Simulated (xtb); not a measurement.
Si(Cl)(H)2(NHMe) (CH₆ClNSi), SMILES CN[SiH2]Cl. All values are semi-empirical tight-binding results from xtb (GFN2-xTB unless named), good for trends rather than for accurate numbers. Geometry optimised at GFN2-xTB. Other conformers were not sampled.

Computed properties:
orbital gap: 5.44 eV
dipole moment: 2.95 D
zero-point energy: 44.4 kcal/mol
G − E(el) at 298.15 K (modified RRHO): 25.3 kcal/mol
static polarisability (D4 model): 65.8 bohr³
solvation energy, GFN2-xTB/ALPB(water): -1.8 kcal/mol
solvation energy, GFN2-xTB/ALPB(chcl3): -4.3 kcal/mol
